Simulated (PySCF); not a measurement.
## C8H20O4Si: Computed beside measured shifts

System: C8H20O4Si (measured compound), SMILES CCO[Si](OCC)(OCC)OCC.

Atom-mapped SMILES (hydrogens are numbered by the atom that bears them): [CH3:1][CH2:2][O:3][Si:4]([O:5][CH2:6][CH3:7])([O:8][CH2:9][CH3:10])[O:11][CH2:12][CH3:13]

Method: GIAO KT3/pcSseg-2, gas phase, PySCF SCF with an in-house response code, fitting set def2-universal-JFIT, grid level 2, non-relativistic, on the PBE0-D3(BJ)/def2-SVP geometry.

One optimised conformer. Values are averaged over the atoms that symmetry or fast rotation interchanges, on this one geometry and without vibrational averaging. Shifts are the reference shielding less the shielding here, at the same level (13C, 1H, 29Si against isolated TMS; 17O against isolated H2O); nuclei without a reference have shieldings only.

Problem. What shifts does this level give for Si4, Si4, and how do they compare with measurement?

Solution. 
```json
{"atom": "Si4", "nucleus": "29Si", "computed / ppm": "-88.5", "measured / ppm": "-82.22", "computed less measured": "-6.3", "measured against": "TMS (internal)", "medium of the measurement": "neat"}
{"atom": "Si4", "nucleus": "29Si", "computed / ppm": "-88.5", "measured / ppm": "-81.97", "computed less measured": "-6.5", "measured against": "TMS (internal)", "medium of the measurement": "ethanol"}
```

Measured values: T. M. Alam, M. Henry, Phys. Chem. Chem. Phys. (a906445a), supplement.
